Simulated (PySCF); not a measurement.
Choosing a molecule for a target property.

Species are written as SMILES; each is one conformer at its optimised geometry, gas phase, non-relativistic unless stated. Electronic properties by PySCF.

Dipoles, sizes and rotational constants follow the conformer. The torsions of the flexible species, by atom-mapped SMILES:
- `[CH3:1][c+:2]1[cH:3][c:4]1[C@H:5]([CH3:6])[F:7]`: C3–C4–C5–C6 -57°
- `[CH2:1]=[CH:2][C@@H:3]1[CH2:4][P@:5]1([PH2:6])=[S:7]`: C1–C2–C3–C4 -150°, H–P6–P5–C4 -112°, H–P6–P5–C4 155°

Task: Wanted: electronic spatial extent ⟨r²⟩ about the centre of nuclear charge between 600 bohr² and 1000 bohr² (PBE0/def2-SVPD) and smallest rotational constant above 1 GHz (GFN2-xTB), at GFN2-xTB geometries. Which candidate meets both?
A. `N#C[Si]1(C#N)[SiH2]C[SiH2]1`
B. `C[c+]1cc1[C@H](C)F`
C. `C=N[SiH3]`
D. `c1(C)nnsc1[SiH3]`

Result: B. Computed values:
```csv
species,electronic spatial extent ⟨r²⟩ about the centre of nuclear charge,smallest rotational constant
C=N[SiH3],278 bohr²,5.324 GHz
C[c+]1cc1[C@H](C)F,847 bohr²,1.414 GHz
c1(C)nnsc1[SiH3],1081 bohr²,1.065 GHz
N#C[Si]1(C#N)[SiH2]C[SiH2]1,1694 bohr²,0.791 GHz
```

Task: Wanted: lowest triplet excitation (Tamm–Dancoff) between 3.3 eV and 3.5 eV (TDA PBE0/def2-SVPD) and HOMO energy above -8 eV (PBE0/def2-SVPD), at GFN2-xTB geometries. Which candidate meets both?
A. `Cc1nnsc1[SiH3]`
B. `C=C[C@@H]1C[P@]1(P)=S`
C. `N#C[Si]1(C#N)[SiH2]C[SiH2]1`
D. `C[c+]1cc1[C@H](C)F`
E. `N(=C)[SiH3]`

Result: E. Computed values:
```
                    species  lowest triplet excitation (Tamm–Dancoff)  HOMO energy
             Cc1nnsc1[SiH3]                                   3.24 eV     -7.45 eV
                N(=C)[SiH3]                                   3.38 eV     -7.00 eV
      C=C[C@@H]1C[P@]1(P)=S                                   3.58 eV     -6.34 eV
N#C[Si]1(C#N)[SiH2]C[SiH2]1                                   4.30 eV     -8.43 eV
         C[c+]1cc1[C@H](C)F                                   5.75 eV    -14.37 eV
```

Task: Wanted: HOMO–LUMO gap above 7 eV (PBE0/def2-SVPD) and static isotropic polarisability below 100 au (PBE0/def2-SVPD), at GFN2-xTB geometries. Which candidate meets both?
A. `Cc1nnsc1[SiH3]`
B. `C=N[SiH3]`
C. `C=C[C@@H]1C[P@]1(P)=S`
D. `C[c+]1cc1[C@H](C)F`

Result: D. Computed values:
| species | HOMO–LUMO gap | static isotropic polarisability |
| --- | --- | --- |
| C=C[C@@H]1C[P@]1(P)=S | 5.20 eV | 127.2 au |
| Cc1nnsc1[SiH3] | 5.62 eV | 91.8 au |
| C=N[SiH3] | 6.13 eV | 48.5 au |
| C[c+]1cc1[C@H](C)F | 7.59 eV | 63.0 au |
